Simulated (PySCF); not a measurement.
The dipole of `O[SiH]1O[SiH2]O[SiH2]O1` from its density and from atomic charges.

Coordinates (GFN2-xTB, Å) and charges (e) from the PBE0/pcSseg-1 density (PySCF):

```
atom       x       y       z  Mulliken      IAO  Hirshfeld  ESP-fitted
  O1   2.718   0.502   0.351   -0.5310  -0.7823    -0.3036     -0.7993
 Si2   1.345   0.421  -0.485   +1.1657  +1.4799    +0.5122     +1.2554
  O3   0.755  -1.095  -0.491   -0.7362  -0.8948    -0.3128     -0.6674
 Si4  -0.754  -1.654  -0.278   +1.0228  +1.2196    +0.4674     +0.8668
  O5  -1.710  -0.423   0.187   -0.7416  -0.8944    -0.3118     -0.5955
 Si6  -1.365   1.143   0.457   +1.0229  +1.2197    +0.4673     +0.8774
  O7   0.212   1.393   0.162   -0.7362  -0.8948    -0.3127     -0.6703
  H8   2.762   0.270   1.276   +0.2495  +0.3702    +0.1865     +0.4742
  H9   1.650   0.841  -1.831   -0.1485  -0.1764    -0.0770     -0.1824
 H10  -0.684  -2.590   0.834   -0.1446  -0.1620    -0.0801     -0.1368
 H11  -1.251  -2.107  -1.567   -0.1390  -0.1612    -0.0776     -0.1397
 H12  -2.129   1.913  -0.510   -0.1392  -0.1614    -0.0777     -0.1435
 H13  -1.553   1.388   1.878   -0.1446  -0.1621    -0.0801     -0.1390
```

Problem. What dipole does each set of charges give (1 e·Å = 4.803 D), and what does the density give?

Solution. The full density gives (-0.73, -0.46, 1.13) D, 1.42 D in size; dipole vectors point from the negative to the positive end.

```json
{"scheme": "Mulliken", "μx": "-1.20", "μy": "-0.29", "μz": "0.11", "size (D)": "1.24", "share of the full size (%)": "87", "angle to the full dipole (°)": "50"}
{"scheme": "IAO", "μx": "-2.01", "μy": "-0.50", "μz": "0.22", "size (D)": "2.08", "share of the full size (%)": "147", "angle to the full dipole (°)": "49"}
{"scheme": "Hirshfeld", "μx": "-0.32", "μy": "-0.19", "μz": "0.46", "size (D)": "0.60", "share of the full size (%)": "42", "angle to the full dipole (°)": "1"}
{"scheme": "ESP-fitted", "μx": "-0.79", "μy": "-0.47", "μz": "1.13", "size (D)": "1.46", "share of the full size (%)": "103", "angle to the full dipole (°)": "2"}
```

Problem. Which set comes closest?

Solution. Length of the difference vector: ESP-fitted 0.06 D, Hirshfeld 0.82 D, Mulliken 1.13 D, IAO 1.57 D. Closest: ESP-fitted. The schemes that divide the density aren't constrained to reproduce the dipole.

Problem. What is left for the Hirshfeld atoms' own dipoles?

Solution. The Hirshfeld atoms' densities add up to the full density, so μ = Σ q r + Σ (atomic dipoles). The atomic dipoles sum to (-0.73, -0.46, 1.13) − (-0.32, -0.19, 0.46) = (-0.41, -0.27, 0.67) D, 0.82 D in size.

Problem. With the origin at the mean of the coordinates, (0.000, 0.000, -0.001) Å, which are the largest single terms, by size, of the ESP-fitted dipole along the direction of the full one?

Solution. Si2 -7.31, O1 +4.92, O5 -3.34, Si6 +2.94, Si4 +2.92 D; all 13 atoms together +1.46 D. The single terms depend on the origin, their sum doesn't.

Problem. Give the size of the full dipole in other units.

Solution. 1.42 D = 0.558 au = 0.295 e·Å = 4.73 × 10⁻³⁰ C·m.

Geometry: GFN2-xTB, one conformer, isolated molecule.
